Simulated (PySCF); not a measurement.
Simulation results for ClGe2H3N, CH4GeO2, AlGeH5N, CH4ClGeO and others

Calculation on a computer-drawn molecule: the log of a Hartree-Fock and frozen-core CCSD(T) single point meant for a local Hartree-Fock minimum, with one planted fault or none, to be diagnosed. Offsets are logged minus clean, where the clean run is the same molecule without the fault. The reference is restricted for singlets and unrestricted otherwise, and also for a bond in bohr or an excited solution. Adding or removing an electron swaps singlet and doublet. The excited solution moves the top pair (singlet) or top alpha electron (doublet) to the lowest empty orbital. Highest occupied and lowest empty are orbital energies over both spins, largest force is the largest gradient component, triples share is (T) over the correlation energy, the T1 limit is 0.02 restricted and 0.045 unrestricted, electrons count all cores, a negative frequency is imaginary (commonest isotopes), and the dipole is about the centre of nuclear charge; on germanium a core potential holds 10 electrons, which the energies leave out, and 3d is frozen in MP2 and coupled-cluster steps. Program: PySCF 2.14.0.

Common to all runs: meant basis and core potential on germanium cc-pVDZ-PP ECP10MDF; logged SCF converged yes; possible faults no fault, one electron removed, one electron added, multiplicity raised by two, geometry at a saddle point, SCF held on an excited solution, minimal basis STO-3G, one bond length entered in bohr, all coordinates scaled.

(1) 
```xyz
7
formula=ClGe2H3N meant_charge=1 meant_multiplicity=1 meant_basis=cc-pV(D+d)Z logged_electrons=90 logged_basis_functions=98 logged_spin_squared=0 logged_highest_occupied=-9.0909 logged_lowest_empty=-10.04 logged_largest_force=0.11288 logged_CC_converged=no logged_dipole_magnitude=5.4831 logged_SCF_stable_within_its_kind=no logged_energy_HF=-1101.73645 planted_fault=SCF_held_on_an_excited_solution HF_energy_offset_from_clean_run=290.9
Cl     1.2335    -0.7143    -1.6099
Ge    -0.4831    -0.9793    -0.4547
N     -0.5186    -0.4810     1.1445
Ge    -0.2913     0.1028     2.7143
H     -1.6303    -1.6325    -1.1713
H      0.2113    -0.8279     3.7917
H     -0.6505     1.5330     3.0388
```

Units: logged_highest_occupied, logged_lowest_empty in eV; logged_largest_force in hartree/bohr; logged_dipole_magnitude in debye; logged_energy_HF in hartree; HF_energy_offset_from_clean_run in kcal/mol.

Drawn bonds:
| atom | other atom | order |
| --- | --- | --- |
| 1 | 2 | 1 |
| 2 | 3 | 2 |
| 3 | 4 | 1 |
| 2 | 5 | 1 |
| 4 | 6 | 1 |
| 4 | 7 | 1 |

Notes: CCSD not converged.

(2) 
```xyz
8
formula=CH4GeO2 meant_charge=0 meant_multiplicity=1 meant_basis=cc-pVDZ logged_electrons=58 logged_basis_functions=85 logged_spin_squared=0 logged_highest_occupied=-4.0661 logged_lowest_empty=-6.182 logged_largest_force=0.21697 logged_CC_converged=no logged_dipole_magnitude=1.1081 logged_SCF_stable_within_its_kind=no logged_energy_HF=-482.69013 planted_fault=SCF_held_on_an_excited_solution HF_energy_offset_from_clean_run=357.2
C      1.8978     1.3104     2.7922
O      1.3623     0.6293     1.6849
Ge     2.2152     0.2063     0.2292
O      1.5351    -0.5771    -1.0032
H      2.9536     1.5668     2.6559
H      1.3365     2.2310     2.9528
H      1.8062     0.6821     3.6782
H      3.6432     0.7101     0.3800
```

Units: logged_highest_occupied, logged_lowest_empty in eV; logged_largest_force in hartree/bohr; logged_dipole_magnitude in debye; logged_energy_HF in hartree; HF_energy_offset_from_clean_run in kcal/mol.

Drawn bonds:
| atom | other atom | order |
| --- | --- | --- |
| 1 | 2 | 1 |
| 2 | 3 | 1 |
| 3 | 4 | 2 |
| 1 | 5 | 1 |
| 1 | 6 | 1 |
| 1 | 7 | 1 |
| 3 | 8 | 1 |

Notes: CCSD not converged.

(3) 
```xyz
8
formula=AlGeH5N meant_charge=1 meant_multiplicity=1 meant_basis=cc-pV(D+d)Z logged_electrons=56 logged_basis_functions=85 logged_spin_squared=0 logged_highest_occupied=-14.406 logged_lowest_empty=-4.3251 logged_largest_force=0.037467 logged_T1_diagnostic=0.016118 logged_D1_diagnostic=0.04833 logged_triples_share=0.02722 logged_CC_converged=yes logged_dipole_magnitude=4.2052 logged_SCF_stable_within_its_kind=yes logged_energy_HF=-592.39369 logged_energy_CCSD(T)=-592.76278 planted_fault=all_coordinates_scaled,by_+4.5_% HF_energy_offset_from_clean_run=7.759 CCSD(T)_energy_offset_from_clean_run=3.747
N     -0.0638    -1.9394    -1.9284
Ge     1.0026    -0.7036    -0.9479
Al    -1.0123     0.8783    -0.1224
H     -0.0870    -2.9220    -1.5539
H      0.1104    -1.9714    -2.9651
H      1.6730    -1.3016     0.3596
H      1.9461     0.2024    -1.8454
H     -2.3605     1.7075     0.2706
```

Units: logged_highest_occupied, logged_lowest_empty in eV; logged_largest_force in hartree/bohr; logged_dipole_magnitude in debye; logged_energy_HF, logged_energy_CCSD(T) in hartree; HF_energy_offset_from_clean_run, CCSD(T)_energy_offset_from_clean_run in kcal/mol.

Drawn bonds:
| atom | other atom | order |
| --- | --- | --- |
| 1 | 2 | 1 |
| 2 | 3 | 1 |
| 1 | 4 | 1 |
| 1 | 5 | 1 |
| 2 | 6 | 1 |
| 2 | 7 | 1 |
| 3 | 8 | 1 |

(4) 
```xyz
8
formula=CH4ClGeO meant_charge=0 meant_multiplicity=2 meant_basis=cc-pV(D+d)Z logged_electrons=67 logged_basis_functions=94 logged_spin_squared=1.6139 logged_highest_occupied=-9.446 logged_lowest_empty=0.65039 logged_largest_force=0.010818 logged_T1_diagnostic=0.036053 logged_D1_diagnostic=0.17628 logged_triples_share=0.030106 logged_CC_converged=yes logged_dipole_magnitude=1.4116 logged_SCF_stable_within_its_kind=yes logged_energy_HF=-867.8462 logged_energy_CCSD(T)=-868.42646 planted_fault=one_bond_length_entered_in_bohr,row_7_of_the_drawn_bonds HF_energy_offset_from_clean_run=65.16 CCSD(T)_energy_offset_from_clean_run=71.99
C     -1.1598     1.5001    -0.8634
O     -1.2715     0.7023     0.2331
Ge    -2.5684    -0.4760     0.4775
Cl    -2.4994    -1.9063    -1.1471
H     -1.2835     1.0385    -1.8384
H     -0.4428     2.3027    -0.7449
H     -2.2335    -1.1944     1.7660
H     -5.1343     0.8008     0.3468
```

Units: logged_highest_occupied, logged_lowest_empty in eV; logged_largest_force in hartree/bohr; logged_dipole_magnitude in debye; logged_energy_HF, logged_energy_CCSD(T) in hartree; HF_energy_offset_from_clean_run, CCSD(T)_energy_offset_from_clean_run in kcal/mol.

Drawn bonds:
| atom | other atom | order |
| --- | --- | --- |
| 1 | 2 | 1 |
| 2 | 3 | 1 |
| 3 | 4 | 1 |
| 1 | 5 | 1 |
| 1 | 6 | 1 |
| 3 | 7 | 1 |
| 3 | 8 | 1 |

(5) 
```xyz
8
formula=CH4ClGeN meant_charge=0 meant_multiplicity=1 meant_basis=cc-pV(D+d)Z logged_electrons=66 logged_basis_functions=94 logged_spin_squared=0 logged_highest_occupied=-9.6971 logged_lowest_empty=1.6394 logged_largest_force=0.03889 logged_T1_diagnostic=0.014119 logged_D1_diagnostic=0.056549 logged_triples_share=0.027615 logged_CC_converged=yes logged_dipole_magnitude=3.2048 logged_SCF_stable_within_its_kind=yes logged_energy_HF=-847.57783 logged_energy_CCSD(T)=-848.16135 planted_fault=all_coordinates_scaled,by_-4.0_% HF_energy_offset_from_clean_run=8.776 CCSD(T)_energy_offset_from_clean_run=13.37
C      0.2674    -2.2434     2.2047
N     -0.0670    -2.4782     0.8735
Ge    -1.1463    -1.5146    -0.0765
Cl    -0.9716    -2.6773    -1.8764
H     -0.0093    -3.0458     2.8219
H      1.2972    -2.0793     2.3229
H     -0.2308    -1.3894     2.5541
H      0.3604    -3.2520     0.4889
```

Units: logged_highest_occupied, logged_lowest_empty in eV; logged_largest_force in hartree/bohr; logged_dipole_magnitude in debye; logged_energy_HF, logged_energy_CCSD(T) in hartree; HF_energy_offset_from_clean_run, CCSD(T)_energy_offset_from_clean_run in kcal/mol.

Drawn bonds:
| atom | other atom | order |
| --- | --- | --- |
| 1 | 2 | 1 |
| 2 | 3 | 1 |
| 3 | 4 | 1 |
| 1 | 5 | 1 |
| 1 | 6 | 1 |
| 1 | 7 | 1 |
| 2 | 8 | 1 |
